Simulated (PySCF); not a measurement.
Vertical excitations of a molecule C2H8GeOSi from PySCF with TDA-PBE/def2-SVPD, as energy in eV (oscillator strength): 5.51 (0.001), 5.64 (0.020), 5.72 (0.002), 5.91 (0.096), 5.97 (0.034), 5.99 (0.024), 6.06 (0.026), 6.13 (0.033), 6.28 (0.031), 6.33 (0.017). Lowest triplet (TDA): 5.01 eV. The structure is a stationary point at r2SCAN-D4/def2-SVP. One conformer was computed; it need not be the lowest.

Which structure fits?
A) C=C[SiH2][O][GeH3]
B) C=C[O][GeH2][SiH3]
C) [OH][GeH2]/[CH]=C/[SiH3]
D) C[Si@H]1O[CH2][GeH2]1

D, C[Si@H]1O[CH2][GeH2]1
